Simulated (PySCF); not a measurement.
C2H5NSi, SMILES [SiH3]CC#N, CAM-B3LYP/def2-SVP optimised geometry. Atoms within 1.6 Å of the plane z = 0.6 Å (x, y, z in Å): N1 (2.42, -0.93, 0.00), C2 (1.27, -0.97, 0.00), C3 (-0.19, -0.97, 0.00), Si4 (-0.94, 0.78, 0.00), H5 (-0.55, -1.51, -0.89), H6 (-0.55, -1.51, 0.89), H8 (-0.50, 1.51, 1.22), H9 (-2.42, 0.63, 0.00).

Level of theory: CAM-B3LYP/def2-TZVP run with PySCF.

Map of the log10 of the electron density (e/bohr³), floored at −4 on the plane z = 0.6 Å:

```
|                         |
|                         |
|                         |
|         ...             |
|       .::--:.           |
|     ..:-====-:          |
|    .:-=+***+=-.         |
|  .:-==+*###*+=:         |
|  .-=+**#%%%#*=:.        |
| .:=+*###%@%#*=-:::..    |
| .-=*#%%%%%%#*=-----::.  |
| .:=*#####%##*++++++=-:. |
|  :-+***##%%#****##**+-: |
|  .:==++*#%%%##%%%%%#*=:.|
|   .:-==+#%@@%%%@@@@%*+-.|
|    ..:=+#@@@%%@@@@@%*+-.|
|      :-+#@@@%%%%%%%#*=:.|
|      .-+*%%#***###**+-: |
|       :=+***+++++++=-:. |
|       .:-===-------::.  |
|        .:::::..:::..    |
|                         |
|                         |
|                         |
|                         |
```
Scale: ten equal steps from -4.00 (start of ' ') to -0.613 (end of '@'), in the order ' .:-=+*#%@'; x runs from -4.50 to 4.50, y from -4.50 (bottom) to 4.50 (top).
